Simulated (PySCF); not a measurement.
Computed shifts of a molecule CH₅F₂NOSi, PBE/pcSseg-1 (PySCF), GIAO, gas phase, atoms alike by connectivity averaged where their shifts nearly agree, in ppm (number of nuclei): ¹³C: 32.6 (1). ¹⁵N: 34.6 (1). ²⁹Si: -65.6 (1). ¹⁹F: -180.4 (1), -184.4 (1). ¹H: 2.97 (3), 1.65 (1), 0.81 (1). References: ¹³C against TMS (σ = 182.0 ppm); ¹⁵N against NH3 (σ = 267.0 ppm); ²⁹Si against TMS (σ = 335.4 ppm); ¹⁷O against H2O (σ = 334.3 ppm); ¹⁹F against CFCl3 (σ = 133.6 ppm); ¹H against TMS (σ = 31.49 ppm), references at their B3LYP-D3(BJ)/def2-TZVP geometries, non-relativistic. Geometry optimised at r2SCAN-D4/def2-SVP. The values are those of a single conformer.

### Question
Which molecule gave these data?
A) CO[Si](N)(F)F
B) CN[Si](O)(F)F
C) N[Si@](O)(F)CF
D) NC[Si](O)(F)F

### Answer
B, CN[Si](O)(F)F
